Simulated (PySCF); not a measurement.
PySCF input:

```python
from pyscf import gto, scf, dft

mol = gto.M(
    atom='''
    B     0.16839656    0.13790500   -0.48883775
    F     1.12695929   -0.44488393    0.22267439
    N    -1.10898947    0.34994639    0.00528029
    H    -1.83226603    0.79080338   -0.53444162
    H    -1.38942405    0.07400228    0.93759890
    ''',
    basis='def2-tzvpd',
    charge=0,
    spin=1,
    verbose=4,
)

mf = dft.UKS(mol, xc='m062x').density_fit(auxbasis='def2-universal-jkfit')
mf.grids.level = 4
mf.conv_tol = 1e-9
mf.max_cycle = 100
mf.max_memory = 1500
mf.kernel()
if not mf.converged:
    mf = mf.newton()
    mf.kernel(mf.make_rdm1())
for _ in range(2):
    mo, _, stable, _ = mf.stability(return_status=True)
    if stable:
        break
    mf.kernel(mf.make_rdm1(mo, mf.mo_occ))
mf.analyze()
```

Question: What final total energy does it print?

Answer: -180.68866 Eh (M06-2X/def2-TZVPD).

It need not be the lowest isomer of its formula.
